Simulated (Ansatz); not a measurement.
Geometry optimisation, RKS PBE/def2-SVP in Ansatz 0.2.0.

Input file:

```yaml
crystal:
  periodic: [false, false, false]
  atoms:
    - { symbol: Si, position_ang: [-0.477751, -0.903042, 0.417779] }
    - { symbol: Cl, position_ang: [1.252137, -2.095252, 0.352544] }
    - { symbol: H, position_ang: [-0.71146, 1.088681, -1.415637] }
    - { symbol: Br, position_ang: [0.194936, 2.24529, -1.20271] }
    - { symbol: H, position_ang: [-0.257862, -0.335676, 1.848024] }
basis:
  gaussian: { orbitals: def2-SVP }
hamiltonian:
  xc: pbe
relax:
  f_tol: 0.03
  max_steps: 50
```

Run as:

```bash
$ ansatz run input.yaml --threads 2 --pin off --max-ram 3072MiB --backend cpu --events-out ev --progress --plain --runs-dir out
```

Task: Where does it end, and by what steps?

Result: It converged. After 14 steps the energy has fallen by 2.660 eV; H3 moved furthest, 1.62 Å. Parted: H3–Br4 (1.48 → 3.05 Å). Joined: Si1–H3 (2.72 → 1.50 Å), Si1–Br4 (3.60 → 2.23 Å).

| step | energy less start (eV) | largest force component (eV/Å) | accepted |
| --- | --- | --- | --- |
| 0 | 0.0000 | 0.654 | yes |
| 1 | -0.0515 | 0.201 | yes |
| 2 | -0.0695 | 0.593 | yes |
| 3 | -0.0974 | 0.912 | yes |
| 4 | -0.1000 | 0.828 | yes |
| 5 | -0.1573 | 0.336 | yes |
| 6 | -0.1951 | 0.566 | yes |
| 7 | -0.3797 | 1.229 | yes |
| 8 | -0.9195 | 2.283 | yes |
| 9 | -1.6593 | 2.692 | yes |
| 10 | -2.2774 | 1.877 | yes |
| 11 | -2.6032 | 0.468 | yes |
| 12 | -2.6355 | 0.265 | yes |
| 13 | -2.6597 | 0.110 | yes |
| 14 | -2.6604 | 0.017 | yes |

```xyz
5
Properties=species:S:1:pos:R:3
Si -0.142 -0.039 0.055
Cl 1.167 -1.637 -0.112
H -1.322 -0.292 -0.831
Br 0.830 1.858 -0.603
H -0.533 0.109 1.491
```

Run time: 9 s on 2 threads of Intel(R) Xeon(R) Platinum 8488C (Sapphire Rapids), with other jobs on the host, peak memory 0.17 GiB.
